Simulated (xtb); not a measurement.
6H-1,3-oxazine (C4H5NO), SMILES C1=CN=COC1. All values are semi-empirical tight-binding results from xtb (GFN2-xTB unless named), good for trends rather than for accurate numbers. The structure is a stationary point at GFN2-xTB. The values are those of a single conformer.

Task: Estimate the properties. (Estimate from the structure and the level; the computed values follow.)

Result: 
```
Property                                        Result
---------------------------------------  -------------
point group as xtb finds it                         Cs
orbital gap                                    3.36 eV
dipole moment                                   2.09 D
zero-point energy                        52.5 kcal/mol
G − E(el) at 298.15 K (modified RRHO)    34.5 kcal/mol
static polarisability (D4 model)            57.2 bohr³
solvation energy, GFN2-xTB/ALPB(water)   -2.9 kcal/mol
solvation energy, GFN2-xTB/ALPB(hexane)  -3.8 kcal/mol
```

Task: Give the IR lines (harmonic; lines under 4 % of the strongest left out, lines within 3 cm⁻¹ merged). (Estimate from the structure and the level; the computed values follow.)

Result: ν (cm⁻¹): 512 (w), 536 (m), 891 (w), 966 (w), 997 (w), 1012 (w), 1154 (vs), 1317 (w), 1340 (w), 1650 (vs), 1687 (s), 2849 (m), 2889 (m), 3045 (w), 3092 (w), 3111 (m) (against the strongest line: vs over 80 %, s over 45 %, m over 15 %, w over 4 %, vw less)
